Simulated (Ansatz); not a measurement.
Ansatz (a program for electronic structure) input (PBE0/def2-TZVP):

Ansatz 0.2 input:
```yaml
crystal:
  periodic: [false, false, false]
  atoms:
    - {symbol: C, position_ang: [-1.95978446, -0.36524664, -0.65455710]}
    - {symbol: C, position_ang: [-0.98150458, -0.06848498, 0.18115754]}
    - {symbol: F, position_ang: [-1.13887805, 0.94419210, 1.07339921]}
    - {symbol: C, position_ang: [0.36735416, -0.69404615, 0.28983652]}
    - {symbol: C, position_ang: [1.47529229, 0.23971068, -0.16856234]}
    - {symbol: O, position_ang: [2.40048314, -0.11585815, -0.84640123]}
    - {symbol: H, position_ang: [-1.83321235, -1.16215141, -1.37126673]}
    - {symbol: H, position_ang: [-2.89412056, 0.17637665, -0.63334091]}
    - {symbol: H, position_ang: [0.42220900, -1.61484515, -0.28761002]}
    - {symbol: H, position_ang: [0.56052781, -0.93139823, 1.34336290]}
    - {symbol: H, position_ang: [1.38248915, 1.28955711, 0.17222401]}
basis:
  gaussian:
    orbitals: def2-TZVP
hamiltonian:
  xc: {name: PBE0}
```

End of the output:

```
integrals: 0.13 GiB planned
1247 factors; their error is unknown
mean field: 1.17 GiB planned
mean field evaluation 1: about -8978.3954 eV, gradient 6.2e1 eV
mean field evaluation 2: about -8974.5596 eV, gradient 7.6e1 eV
mean field evaluation 4: about -8986.0144 eV, gradient 3.2e0 eV
mean field evaluation 8: about -8986.0411 eV, gradient 5.4e-1 eV
mean field evaluation 16: about -8986.0415 eV, gradient 3.0e-5 eV
mean field -8986.04146276 eV, -330.2309327987 hartree, gradient 3.0e-5 eV, S^2 0.000000; 0 other end points of the search recorded, 0 dependent functions left out
reference -8986.04149043 eV, -330.2309338155 hartree; 23, 23 occupied and 193, 193 virtual orbitals, 1247 factors
Total energy: -8986.04149043 eV, -330.2309338155 hartree
```
